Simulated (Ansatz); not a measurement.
Calculation: frozen-core CCSD(T)/def2-TZVPD // CAM-B3LYP-D3(BJ)/def2-TZVPD run with Ansatz (a quantum-chemistry and plane-wave program).

Ansatz 0.2 input:
```yaml
crystal:
  periodic: [false, false, false]
  atoms:
    - { symbol: C, position_ang: [-0.945617, 1.120199, 0.160176] }
    - { symbol: N, position_ang: [-0.137033, 0.027427, -0.301148] }
    - { symbol: C, position_ang: [-0.693534, -1.255744, 0.00065] }
    - { symbol: Si, position_ang: [1.627026, 0.230955, -0.272113] }
    - { symbol: O, position_ang: [2.104837, 1.675377, -0.591652] }
    - { symbol: H, position_ang: [-0.439603, 2.058271, -0.066828] }
    - { symbol: H, position_ang: [-1.931663, 1.122838, -0.329518] }
    - { symbol: H, position_ang: [-1.131681, 1.088282, 1.251187] }
    - { symbol: H, position_ang: [-0.833261, -1.427809, 1.085227] }
    - { symbol: H, position_ang: [-0.039124, -2.04683, -0.372952] }
    - { symbol: H, position_ang: [-1.678932, -1.389515, -0.471128] }
    - { symbol: H, position_ang: [2.042359, -0.305668, 1.096699] }
    - { symbol: H, position_ang: [2.056224, -0.897781, -1.188599] }
basis:
  gaussian: { orbitals: def2-TZVPD }
correlation:
  method: ccsd_t
total_charge: -1
```

Output:

```
Functional definition: HF
1826 factors; integrals over basis functions are off by at most 9.5e-4 eV
mean field evaluation 1: about -13568.3144 eV, gradient 4.1e1 eV
mean field evaluation 2: about -13568.4080 eV, gradient 4.2e1 eV
mean field evaluation 4: about -13572.5602 eV, gradient 5.3e0 eV
mean field evaluation 8: about -13572.6516 eV, gradient 3.8e-1 eV
mean field evaluation 16: about -13568.3156 eV, gradient 4.1e1 eV
mean field -13572.65211335 eV, -498.7857652915 hartree, gradient 3.1e-6 eV, S^2 0.000000; 0 other end points of the search recorded, 0 dependent functions left out
9 core orbitals not correlated
reference -13572.65211335 eV, -498.7857652915 hartree; 16, 16 occupied and 241, 241 virtual orbitals, 1826 factors
second order -25.42194857 eV of doubles, -0.00000000 eV of singles
cycle   1  -25.72013229 eV  change   -3.0e-1 eV  update   1.3e-1
cycle   2  -26.37502594 eV  change   -6.5e-1 eV  update   4.1e-2
cycle   3  -26.56909086 eV  change   -1.9e-1 eV  update   2.2e-2
cycle   4  -26.56269014 eV  change    6.4e-3 eV  update   5.7e-3
cycle   5  -26.55814560 eV  change    4.5e-3 eV  update   2.8e-3
cycle   6  -26.55898077 eV  change   -8.4e-4 eV  update   1.1e-3
cycle   7  -26.55898839 eV  change   -7.6e-6 eV  update   4.6e-4
cycle   8  -26.55875505 eV  change    2.3e-4 eV  update   2.2e-4
cycle   9  -26.55872039 eV  change    3.5e-5 eV  update   8.9e-5
cycle  10  -26.55882637 eV  change   -1.1e-4 eV  update   4.3e-5
cycle  11  -26.55877246 eV  change    5.4e-5 eV  update   2.1e-5
cycle  12  -26.55876304 eV  change    9.4e-6 eV  update   9.5e-6
perturbative correction -1.08088637 eV, -0.0397218413 hartree
Total energy: -13600.29176275 eV, -499.8015036724 hartree
```

Cost: roughly 50 core-minutes.
